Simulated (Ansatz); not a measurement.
The pair A = boric acid (SMILES OB(O)O) (first 7 atoms), B = H2O (SMILES O); geometry from B3LYP-D3(BJ)/def2-TZVP.
(charge 0, multiplicity 1):
```xyz
10

O      0.488    -0.252    -1.402
B      0.213    -0.137    -0.067
O      0.606     1.007     0.597
O     -0.443    -1.179     0.531
H      0.949     0.522    -1.736
H      0.368     0.997     1.533
H     -0.601    -1.024     1.470
O     -0.473     0.117     3.189
H     -1.277     0.474     3.583
H      0.077    -0.187     3.920
```

Correlated levels freeze the cores. MP2 and its Hartree–Fock in aug-cc-pVTZ are density fitted.

Programs: Ansatz (an electronic-structure program). 

The counterpoise-corrected interaction energy is E(AB) − E(A in the pair's basis) − E(B in the pair's basis). Total energies (hartree):

```csv
level,AB,A in the pair's basis,B in the pair's basis
HF/aug-cc-pVDZ,-327.2811179,-251.2284498,-76.0415154
MP2/aug-cc-pVDZ,-328.1869008,-251.9115113,-76.2622474
HF/aug-cc-pVTZ,-327.3678377,-251.2965743,-76.0602378
MP2/aug-cc-pVTZ,-328.4755622,-252.1322596,-76.3294709
CCSD(T)/aug-cc-pVDZ,-328.2350973,-251.9466330,-76.2753558
```

Problem. Work out the counterpoise-corrected interaction energy at the basis-set limit: extrapolate the MP2 correlation part as X⁻³, take Hartree–Fock from the larger set, and add the CCSD(T) − MP2 difference of aug-cc-pVDZ.

Solution. 
1. Differences (1 hartree = 627.509 kcal/mol): HF/aug-cc-pVDZ -6.998; MP2/aug-cc-pVDZ -8.247; HF/aug-cc-pVTZ -6.919; MP2/aug-cc-pVTZ -8.680; CCSD(T)/aug-cc-pVDZ -8.226.
2. Correlation parts, MP2 less HF: -1.248 in aug-cc-pVDZ (X = 2), -1.761 in aug-cc-pVTZ (X = 3).
3. Limit (3³·(-1.761) − 2³·(-1.248))/(3³ − 2³) = -1.977; with HF/aug-cc-pVTZ it gives -8.895.
4. CCSD(T) less MP2 in aug-cc-pVDZ: 0.021.
Result: -8.87 kcal/mol, against -8.25 at MP2/aug-cc-pVDZ. It is an estimate of this method's limit, not of the exact value.
